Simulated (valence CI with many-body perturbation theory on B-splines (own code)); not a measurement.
# Level structure of Re62+

Calculated by valence CI with perturbative core correlation (CI+MBPT): three valence electrons over a frozen Dirac-Fock core [Ne], radial functions for each j: 9 s, 9 p, 8 d, 6 f, 3 g, 1 h, with the one-electron correlation potential Σ1 (screened to all orders), the two-electron term Σ2, the three-electron term Σ3, Breit, model QED; selected single and double excitations, second order for the rest, scaled by the run's own slope (own B-spline code, finite nucleus).

The last digits are not significant, and no measured levels were compared; by estimate large intervals hold to a few tenths of a per cent, small ones and those within an open d or f shell to about a per cent.

Levels 1 to 34 of 34, with energies above the lowest level, (3s^2 3p1/2) J=1/2. "Leading %" is the weight of the configuration and term that name the level; weights of strongly mixed levels are sums over their largest components and can fall short. In the jj column 3d3/2^4 stands for four electrons in 3d with j = 3/2.

| No. | Configuration | Term | J | E (Ry) | Leading % | g | Second component | Leading jj |
| --- | --- | --- | --- | --- | --- | --- | --- | --- |
| 1 | 3s2 3p | 2P° | 1/2 | 0.000 | 100 | 0.646 |  | 3s^2 3p1/2 (100 %) |
| 2 | 3s 3p2 | 4P | 1/2 | 12.584 | 52 | 2.100 | 31 % 3s 3p2 2S | 3s 3p1/2^2 (99 %) |
| 3 | 3s2 3p | 2P° | 3/2 | 28.489 | 99 | 1.320 |  | 3s^2 3p3/2 (99 %) |
| 4 | 3s 3p2 | 4P | 3/2 | 38.796 | 89 | 1.625 | 8 % 3s 3p2 2D | 3s 3p1/2 3p3/2 (99 %) |
| 5 | 3s 3p2 | 2D | 5/2 | 40.159 | 62 | 1.334 | 37 % 3s 3p2 4P | 3s 3p1/2 3p3/2 (98 %) |
| 6 | 3s 3p2 | 2D | 3/2 | 41.723 | 49 | 0.968 | 29 % 3s 3p2 2P | 3s 3p1/2 3p3/2 (80 %) |
| 7 | 3s 3p2 | 2P | 1/2 | 42.482 | 69 | 1.265 | 30 % 3s 3p2 4P | 3s 3p1/2 3p3/2 (99 %) |
| 8 | 3s2 3d | 2D | 3/2 | 45.986 | 80 | 0.827 | 12 % 3s 3p2 2D | 3s^2 3d3/2 (80 %) |
| 9 | 3s2 3d | 2D | 5/2 | 51.741 | 97 | 1.194 |  | 3s^2 3d5/2 (97 %) |
| 10 | 3p3 | 2P° | 3/2 | 54.026 | 26 | 1.030 | 24 % 3s 3p 3d 4F° | 3p1/2^2 3p3/2 (54 %) |
| 11 | 3s 3p 3d | 4F° | 3/2 | 55.011 | 54 | 0.753 | 15 % 3p3 2P° | 3s 3p1/2 3d3/2 (67 %) |
| 12 | 3s 3p 3d | 4F° | 5/2 | 55.907 | 42 | 1.018 | 31 % 3s 3p 3d 2F° | 3s 3p1/2 3d3/2 (98 %) |
| 13 | 3s 3p 3d | 4D° | 1/2 | 57.894 | 57 | 0.399 | 36 % 3s 3p 3d 2P° | 3s 3p1/2 3d3/2 (99 %) |
| 14 | 3s 3p 3d | 4D° | 3/2 | 58.413 | 32 | 1.279 | 21 % 3s 3p 3d 2P° | 3s 3p1/2 3d3/2 (85 %) |
| 15 | 3s 3p 3d | 4P° | 5/2 | 62.337 | 38 | 1.349 | 31 % 3s 3p 3d 4D° | 3s 3p1/2 3d5/2 (100 %) |
| 16 | 3s 3p 3d | 4F° | 7/2 | 63.408 | 42 | 1.235 | 34 % 3s 3p 3d 2F° | 3s 3p1/2 3d5/2 (99 %) |
| 17 | 3s 3p 3d | 2F° | 5/2 | 64.172 | 51 | 1.034 | 21 % 3s 3p 3d 2D° | 3s 3p1/2 3d5/2 (98 %) |
| 18 | 3s 3p 3d | 2D° | 3/2 | 64.529 | 37 | 1.109 | 36 % 3s 3p 3d 2P° | 3s 3p1/2 3d5/2 (92 %) |
| 19 | 3s 3p2 | 4P | 5/2 | 68.179 | 61 | 1.430 | 38 % 3s 3p2 2D | 3s 3p3/2^2 (99 %) |
| 20 | 3p2 3d | 2D | 3/2 | 69.963 | 41 | 0.777 | 34 % 3p2 3d 4F | 3p1/2^2 3d3/2 (98 %) |
| 21 | 3s 3p2 | 2S | 1/2 | 70.976 | 68 | 1.925 | 18 % 3s 3p2 4P | 3s 3p3/2^2 (99 %) |
| 22 | 3s 3p2 | 2P | 3/2 | 71.502 | 60 | 1.187 | 30 % 3s 3p2 2D | 3s 3p3/2^2 (98 %) |
| 23 | 3p2 3d | 2D | 5/2 | 77.515 | 33 | 1.190 | 20 % 3p2 3d 4D | 3p1/2^2 3d5/2 (98 %) |
| 24 | 3p3 | 2D° | 5/2 | 82.020 | 68 | 1.173 | 14 % 3s 3p 3d 2D° | 3p1/2 3p3/2^2 (68 %) |
| 25 | 3p3 | 4S° | 3/2 | 82.392 | 49 | 1.421 | 43 % 3p3 2D° | 3p1/2 3p3/2^2 (92 %) |
| 26 | 3p3 | 2P° | 1/2 | 83.666 | 80 | 0.758 | 14 % 3s 3p 3d 2P° | 3p1/2 3p3/2^2 (80 %) |
| 27 | 3s 3p 3d | 4D° | 3/2 | 84.422 | 43 | 1.282 | 34 % 3s 3p 3d 4P° | 3s 3p3/2 3d3/2 (97 %) |
| 28 | 3s 3p 3d | 4P° | 1/2 | 84.558 | 78 | 2.112 | 16 % 3s 3p 3d 4D° | 3s 3p3/2 3d3/2 (94 %) |
| 29 | 3s 3p 3d | 4D° | 5/2 | 84.751 | 39 | 1.214 | 22 % 3s 3p 3d 4F° | 3s 3p3/2 3d3/2 (78 %) |
| 30 | 3s 3p 3d | 4F° | 7/2 | 84.947 | 42 | 1.225 | 38 % 3s 3p 3d 2F° | 3s 3p3/2 3d3/2 (95 %) |
| 31 | 3s 3p 3d | 2D° | 3/2 | 87.048 | 60 | 0.984 | 20 % 3s 3p 3d 4P° | 3s 3p3/2 3d3/2 (90 %) |
| 32 | 3s 3p 3d | 2F° | 5/2 | 88.000 | 65 | 0.962 | 8 % 3p3 2D° | 3s 3p3/2 3d3/2 (90 %) |
| 33 | 3s 3p 3d | 2P° | 1/2 | 88.418 | 63 | 0.609 | 20 % 3s 3p 3d 4D° | 3s 3p3/2 3d3/2 (85 %) |
| 34 | 3s 3p 3d | 4F° | 9/2 | 89.311 | 100 | 1.320 |  | 3s 3p3/2 3d5/2 (100 %) |

The ionisation energy to 3s2 1S_0 of the next ion comes out as 6953.5 eV (NIST: 6952 ± 15 eV (theoretical)). All 34 levels together are meant to be complete up to 90.530 Ry.
